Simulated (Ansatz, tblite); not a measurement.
Removing and adding an electron: Ge9NH16, a doped cluster cut from the lattice of germanium (N on a surface site). Total charge 0; doublet. Geometry: r2SCAN-D4/def2-SVP. Ansatz, gas phase; energy differences of separate SCF runs; the oxidised species is a singlet (the triplet lies 1.05 eV higher at PBE0-D4/def2-TZVP); the reduced species is a singlet (the triplet lies 1.72 eV higher at PBE0-D4/def2-TZVP).

Cartesian coordinates in Å:
```
Ge -2.191 -1.734 1.393
Ge 1.576 -0.654 2.185
Ge 0.681 -2.252 -1.351
Ge -1.596 0.965 -1.857
Ge 2.211 1.389 -1.140
Ge -0.871 2.273 1.086
Ge 0.150 -2.239 1.020
N -1.808 1.096 -0.012
Ge 1.440 1.540 1.157
Ge 0.584 -0.011 -2.275
H -2.813 -2.724 2.415
H -3.013 -1.822 0.087
H 1.153 -0.560 3.665
H 3.040 -1.140 2.144
H -0.305 -3.169 -2.100
H 2.102 -2.817 -1.559
H -2.753 0.073 -2.344
H -1.716 2.352 -2.539
H 3.626 0.784 -1.219
H 2.248 2.790 -1.784
H -1.561 2.195 2.460
H -0.968 3.727 0.560
H 0.459 -3.642 1.600
H -2.794 1.057 0.251
H 2.273 2.567 1.954
H 0.846 -0.043 -3.797
```

The xTB rows come from tblite. Single mean-field runs in def2-TZVP are fitted with def2-universal-jkfit.

```csv
level,−HOMO (eV),vertical IE (eV),−LUMO (eV),vertical EA (eV),HOMO–LUMO gap (eV),IE − EA (eV),remarks
LDA (SPW92)/def2-TZVP,4.77,7.00,3.96,1.74,0.81,5.26,HOMO above zero (-1 singlet)
PBE-D4/def2-TZVP,4.75,7.00,3.60,1.55,1.15,5.45,HOMO above zero (-1 singlet)
PBE0-D4/def2-TZVP,5.79,7.30,2.73,1.45,3.07,5.85,–
```

(1) Estimate the rows for GFN1-xTB, GFN2-xTB.

## Answers

(1) 
```json
{"level": "GFN1-xTB", "−HOMO (eV)": "–", "vertical IE (eV)": "12.12", "−LUMO (eV)": "–", "vertical EA (eV)": "–", "HOMO–LUMO gap (eV)": "–", "IE − EA (eV)": "–"}
{"level": "GFN2-xTB", "−HOMO (eV)": "–", "vertical IE (eV)": "10.92", "−LUMO (eV)": "–", "vertical EA (eV)": "6.31", "HOMO–LUMO gap (eV)": "–", "IE − EA (eV)": "4.60"}
```

Relaxing the oxidised species (r2SCAN-D4/def2-SVP) changes its energy by -2.53 eV at PBE-D4/def2-TZVP, so the adiabatic ionisation energy to this nearest minimum is 4.47 eV. On the way Ge1–N8 forms. At PBE0-D4/def2-TZVP it is 4.46 eV.  Relaxing the reduced species (r2SCAN-D4/def2-SVP) changes its energy by -1.23 eV at PBE-D4/def2-TZVP, so the adiabatic electron affinity to this nearest minimum is 2.79 eV. At PBE0-D4/def2-TZVP it is 2.65 eV.     A HOMO above zero means that the electron is unbound at that level or that self-interaction error raises the level; the energy of removing that electron tells which. HOMO and LUMO are the levels of the spin that leaves or enters (xTB has no such levels and no spin-polarisation term). Other spin states of the ions may lie lower, which would lower the ionisation energy or raise the affinity. Raw xTB energy differences between charge states are shifted by several eV; the methods need an empirical correction for them. Sets without diffuse functions give affinities that are too small.
